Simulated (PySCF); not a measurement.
## `COCC[TeH]`, C$_{3}$H$_{8}$OTe: coupling constants with relativity

Geometry:
| atom | x (Å) | y (Å) | z (Å) |
| --- | --- | --- | --- |
| C1 | -1.393 | 0.903 | 0.290 |
| O2 | -0.496 | 0.712 | -0.762 |
| C3 | 0.024 | -0.580 | -0.862 |
| C4 | 0.938 | -0.995 | 0.278 |
| Te5 | 2.630 | 0.338 | 0.549 |
| H6 | -2.212 | 0.156 | 0.272 |
| H7 | -0.906 | 0.854 | 1.283 |
| H8 | -1.831 | 1.904 | 0.176 |
| H9 | -0.804 | -1.320 | -0.924 |
| H10 | 0.573 | -0.617 | -1.815 |
| H11 | 1.376 | -1.980 | 0.063 |
| H12 | 0.405 | -1.068 | 1.236 |
| H13 | 1.701 | 1.673 | 0.206 |

Calculated values (PySCF integrals, density fitting): indirect couplings, PBE0/pcJ-1 (dyall-v2z on Te), isolated molecule, finite nuclei, structure from PBE0-D3(BJ)/def2-SVP.

Non-relativistic values:
```csv
coupling,atoms,J (Hz)
"1J(125Te,13C)",Te5 – C4,128.2
"1J(125Te,1H)",Te5 – H13,-10.1
"2J(125Te,13C)",Te5 – C3,0.1
"2J(125Te,1H)",Te5 – H11/H12,-32.3
"3J(125Te,17O)",Te5 – O2,-13.9
"3J(125Te,1H)",Te5 – H9/H10,-8.1
"4J(125Te,13C)",Te5 – C1,-0.6
"5J(125Te,1H)",Te5 – H6/H7/H8,-0.5
```

**Question.** What do two-component X2C with spin–orbit coupling give?

**Answer.** 
| coupling | atoms | with spin–orbit (Hz) |
| --- | --- | --- |
| 1J(125Te,13C) | Te5 – C4 | 194.4 |
| 1J(125Te,1H) | Te5 – H13 | 250.9 |
| 2J(125Te,13C) | Te5 – C3 | -0.7 |
| 2J(125Te,1H) | Te5 – H11/H12 | -47.8 |
| 3J(125Te,17O) | Te5 – O2 | -19.8 |
| 3J(125Te,1H) | Te5 – H9/H10 | -1.4 |
| 4J(125Te,13C) | Te5 – C1 | -0.5 |
| 5J(125Te,1H) | Te5 – H6/H7/H8 | -0.6 |

The largest listed coupling, 1J(125Te,1H), ends at -24.74 times its non-relativistic value. Equivalent partners are averaged, as under fast rotation. In the static structure 2J(125Te,1H) spreads over -87.4, -8.3 Hz. In the static structure 3J(125Te,1H) spreads over 2.5, -5.4 Hz.
